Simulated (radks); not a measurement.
Results of a calculation; reference values are marked as such.
Q: All-electron atom: the barium ion Ba17+ in [Kr] 4d2 7d1 (not the ground configuration). Code: a radial shooting solver on a logarithmic mesh with Libxc functionals. Model: scalar-relativistic Kohn-Sham, PBEsol, spin-polarised, spherical densities, point nucleus; open shells are filled with parallel spins first (spin-orbit coupling, left out, can overturn this in heavy ions). Some entries of the table are withheld. Estimate them.

| orbital | occ. | eigenvalue (eV) | r(max) (bohr) | <r> (bohr) |
|---|---|---|---|---|
| 1s up | 1 | -37686.58 | 0.01643 | 0.02559 |
| 1s down | 1 | -37686.56 | 0.01643 | 0.02559 |
| 2s up | 1 | -6330.102 | 0.09289 | 0.1097 |
| 2s down | 1 | -6328.865 | 0.09289 | 0.1097 |
| 2p up | 3 | -5723.456 | 0.07463 | 0.09615 |
| 2p down | 3 | -5722.482 | 0.07462 | 0.09614 |
| 3s up | 1 | -1666.504 | 0.2656 | 0.2905 |
| 3s down | 1 | -1665.802 | 0.2656 | 0.2904 |
| 3p up | 3 | -1472.041 | 0.2596 | 0.2880 |
| 3p down | 3 | -1471.262 | 0.2596 | 0.2879 |
| 3d up | 5 | -1192.083 | 0.2136 | 0.2638 |
| 3d down | 5 | -1190.977 | 0.2137 | 0.2637 |
| 4s up | 1 | -627.0021 | 0.6053 | 0.6334 |
| 4s down | 1 | -623.1365 | 0.6049 | 0.6333 |
| 4p up | 3 | -559.4353 | 0.6255 | (1) |
| 4p down | 3 | -555.5776 | 0.6252 | (2) |
| 4d up | 2 | -460.8182 | 0.6414 | 0.6850 |
| 4d down | 0 | -457.0086 | 0.6410 | 0.6856 |
| 7d up | 1 | -112.0871 | 3.369 | 3.069 |

A: 
(1) 4p up <r> (bohr): 0.6573
(2) 4p down <r> (bohr): 0.6575
